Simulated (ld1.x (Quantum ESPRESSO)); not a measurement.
Br (Z = 35): excitation energies, all-electron against TM

bromine, norm-conserving Troullier–Martins (Kleinman–Bylander form), made with ld1.x (Quantum ESPRESSO) 7.5 (LDA (PZ), scalar-relativistic). Core [Ar] 3d10, reference 4s2 4p4 (charge +1). Waves: 4p (bound): rc 1.65 bohr; 4s (bound): rc 1.40 bohr. Local part: the s channel. Core correction: a·sin(br)/r model core, default radius (core density twice the valence density).

Energies are relative to the spin-unpolarised reference configuration 4s2 4p4; without spin polarisation the order of configurations can differ from experiment. Spin-polarised rows fill each open shell by Hund’s rule, majority spin first.

(1) Give the all-electron excitation energy and the error of the potential for: 4s2 4p5; 4s2 4p3; 4s2 4p2; 4s2 4p5.3; 4s2 4p4.5; 4s1 4p6; 4s2 4p1; 4s2 4p4 (spin-polarised); 4s2 4p5 (spin-polarised).

Levels in the configuration 4s2 4p4 (spin-polarised):

```tsv
level	all-electron (eV)	pseudo (eV)
4s up	-31.226	-31.236
4p up	-18.242	-18.248
4s down	-29.721	-29.705
4p down	-16.809	-16.798
```

Note: ghost state, extra bound levels that the all-electron valence spectrum of the same l lacks: p at -17282.1 eV. A true bound ghost makes a file unfit for plane-wave use.

Answers

(1)

| valence configuration | charge | ΔE all-electron (eV) | error AE − PS (meV) |
| --- | --- | --- | --- |
| 4s2 4p5 | 0 | -12.708 | -0.1 |
| 4s2 4p3 | +2 | 22.944 | -8.4 |
| 4s2 4p2 | +3 | 57.165 | -30 |
| 4s2 4p5.3 | -0.3 | -14.716 | -1.0 |
| 4s2 4p4.5 | +0.5 | -7.559 | +0.6 |
| 4s1 4p6 | 0 | -0.290 | -1.3 |
| 4s2 4p1 | +4 | 103.515 | -67 |
| 4s2 4p4 (spin-polarised) | +1 | -0.710 | +8.5 |
| 4s2 4p5 (spin-polarised) | 0 | -12.860 | +1.5 |
